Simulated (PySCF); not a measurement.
Molecule: 2,6-Difluoropyridine (SMILES Fc1cccc(F)n1).

Molfile (atoms numbered from 1):
```
C5H3F2N
     RDKit          3D

 11 11  0  0  0  0  0  0  0  0999 V2000
   -1.8976   -1.9567   -0.3731 F   0  0  0  0  0  0  0  0  0  0  0  0
   -0.9400   -1.0646   -0.1886 C   0  0  0  0  0  0  0  0  0  0  0  0
   -1.2680    0.2887   -0.1933 C   0  0  0  0  0  0  0  0  0  0  0  0
   -0.2200    1.1838    0.0063 C   0  0  0  0  0  0  0  0  0  0  0  0
    1.0746    0.7073    0.1963 C   0  0  0  0  0  0  0  0  0  0  0  0
    1.2388   -0.6752    0.1721 C   0  0  0  0  0  0  0  0  0  0  0  0
    2.4481   -1.1793    0.3465 F   0  0  0  0  0  0  0  0  0  0  0  0
    0.2701   -1.5404   -0.0130 N   0  0  0  0  0  0  0  0  0  0  0  0
   -2.2985    0.6086   -0.3469 H   0  0  0  0  0  0  0  0  0  0  0  0
   -0.4135    2.2588    0.0139 H   0  0  0  0  0  0  0  0  0  0  0  0
    1.9294    1.3642    0.3568 H   0  0  0  0  0  0  0  0  0  0  0  0
  1  2  1  0
  2  3  1  0
  3  4  2  0
  4  5  1  0
  5  6  2  0
  6  7  1  0
  6  8  1  0
  8  2  2  0
  3  9  1  0
  4 10  1  0
  5 11  1  0
M  END
```

Spin–spin couplings on one PBE0-D3(BJ)/def2-SVP geometry, PySCF, gas phase, non-relativistic, equivalent pairs averaged (spin–dipole term only in couplings to heteroatoms); isotopes $^{19}$F, $^{13}$C, $^{1}$H, $^{15}$N; basis pcJ-1.

Question: How do the couplings (Hz) change with the functional? Times are CPU seconds on shared hosts with different chips, so compare them loosely.

Answer: 
```
functional  functions  $^{1}J$(F1,C2)  $^{1}J$(C3,H9)  $^{1}J$(C4,H10)  $^{1}J$(C2,C3)  $^{1}J$(C3,C4)  $^{1}J$(C2,N8)  $^{2}J$(F1,N8)  core-s
       LDA        246          -328.9           139.6            134.0            62.1            46.0           -11.9           -47.0      25
       PBE        246          -341.9           163.8            157.5            73.2            56.8           -13.4           -49.1      40
       KT2        246          -354.0           175.8            169.0            61.0            46.8            -7.4           -42.7      41
     B3LYP        246          -313.9           178.8            171.2            81.1            63.5           -16.7           -52.6      71
      PBE0        246          -311.7           169.7            163.2            78.9            61.4           -16.2           -50.9      46
     B97-2        246          -303.6           162.2            156.0            77.2            60.5           -15.6           -48.9      46
 BHandHLYP        246          -277.1           192.3            184.2            92.7            73.7           -22.5           -59.3      63
 CAM-B3LYP        246          -302.7           176.7            169.0            80.7            62.5           -17.6           -52.7      73
``` Left out for a near triplet instability: HF/pcJ-1.
